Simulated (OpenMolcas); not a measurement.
Levels of Br⁵⁺ by method

```json
{
 "Program": "OpenMolcas 26.06",
 "Basis": "ANO-RCC-VTZP [6s5p3d1f]",
 "Scalar Hamiltonian": "DKH2, point nucleus",
 "Active space": "2 electrons in 8 orbitals (4s 4p 5s 5p)",
 "State averaging": "2S+1 = 3 even, 3 roots; 2S+1 = 1 even, 7 roots; 2S+1 = 3 odd, 3 roots; 2S+1 = 1 odd, 3 roots",
 "Spin-orbit coupling": "state interaction with AMFI integrals over the reference wave functions, term energies averaged over their components"
}
```

Methods on the same reference wave functions:
A. CASSCF
B. SS-CASPT2, IPEA 0.25 Eh, imaginary shift 0.1 Eh (closed shells correlated: 3d)
C. MS-CASPT2, IPEA 0.25 Eh, imaginary shift 0.1 Eh (closed shells correlated: 3d)

Energies in cm⁻¹ above 4s² ¹S₀, the measured ground level; measured values from Moore, Atomic Energy Levels, vol. II, NSRDS-NBS 35 (1971 reprint of NBS Circular 467, 1952).

| Level | A | B | C | Measured |
| --- | --- | --- | --- | --- |
| 4s² ¹S₀ | 0.0 | 0.0 | 0.0 | 0.0 |
| 4s 4p ³P°₀ | 101502 | 101130 | 101150 | 104316 |
| 4s 4p ³P°₁ | 103488 | 103090 | 103110 | 106431 |
| 4s 4p ³P°₂ | 107873 | 107500 | 107520 | 111336 |
| 4s 4p ¹P°₁ | 162461 | 154120 | 154150 | 151274 |
| 4p² ³P₀ | 243117 | 242380 | 242400 | 244136 |
| 4p² ³P₁ | 245809 | 245180 | 245200 | 247406 |
| 4p² ³P₂ [58 %] | 249348 | 246870 | 246890 | 253892 |
| 4p² ¹D₂ [58 %] | 263895 | 252790 | 252820 |  |

Deviations, from unrounded energies. A percentage is the sum of absolute deviations over the sum of measured energies, with the sign that they share, or ± where signs differ.

| Against measurement | Levels | A | B | C |
| --- | --- | --- | --- | --- |
| mean absolute deviation (cm-1) | 7 | 3900 | 3500 | 3400 |
| other configurations (%) | 7 | ±2.3 | ±2.0 | ±2.0 |

B, C lie about equally close to measurement and A furthest from it. The largest miss of C in the table is 4p² ³P₂ [58 %], by -7000 cm-1. The ranking rests on the paired levels alone, and a cruder setting can come out closer through cancelling errors.

Between B and C the level of the table that moves most is 4s 4p ³P°₁, by 25 cm-1 (lowest in B, highest in C). Moves below CASPT2's spread within the term are not significant.

The mean deviations of B to C differ by less than CASPT2's widest spread within a term (140 cm-1), so their order carries little weight.

The lowest spin-free term lies below A's lowest term by 0.036 hartree in B, 0.036 hartree in C.

CASPT2 does not keep the components of a term degenerate, so their means are used; among the terms shown or strongly mixed into the levels shown the widest spread is 140 cm-1 (4p² ¹D, C). Over all roots computed the reference weight is 0.93 to 1.00 in B, 0.93 to 1.00 in C; the roots of lowest weight are the least certain, and an intruder state may touch them. Active for correlation alone: 5p 5s; no level in the range computed is led by a configuration that fills them, so any true level of that kind is missing. The ¹D term of p² mixes with s d, which this space lacks. Measured partners are found by configuration, term and J. A level has none where our copy of the source lacks it or the pairing is in doubt (some pairs that miss far off the trend of their configuration count as doubtful), and it then counts in no deviation. Only configurations of the active space appear. Levels that lie high or do not pair safely by name in every column are left out.

A share in square brackets marks a mixed level and gives the weight of the term that names it, the lowest over the columns. ° marks odd parity.
